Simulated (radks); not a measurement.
Results of a calculation; reference values are marked as such.
Effect of the nuclear size on the germanium ion Ge+, [Ar] 3d10 4s2 4p1. Code: a radial shooting solver on a logarithmic mesh with Libxc functionals. Model: Dirac Kohn-Sham, exchange-only LDA, spin-unpolarised, spherical densities, finite nucleus; open shells are shared between the two j in proportion to 2j + 1; Fermi nuclear charge, rms radius 4.0742 fm. The rms radius is varied about that value; shifts are against it.

rms radius (fm)  total energy shift (eV)  density at nucleus (e/bohr^3)  1s1/2 shift (meV)  2s1/2 shift (meV)
3.6423                           -0.0678                      3.179e+04              -28.8              -2.80
3.732                            -0.0543                      3.174e+04              -23.1              -2.25
4.0742                                 0                      3.156e+04              0.000              0.000
4.3594                            0.0487                      3.143e+04               20.7               2.01
4.4938                            0.0727                      3.137e+04               30.9               3.01

Slopes of the eigenvalues against <r^2> in GHz/fm^2, as finite differences over the two radii next to the reference (eigenvalue slopes, not the field-shift constants of lines): 1s1/2 2090, 2s1/2 203.
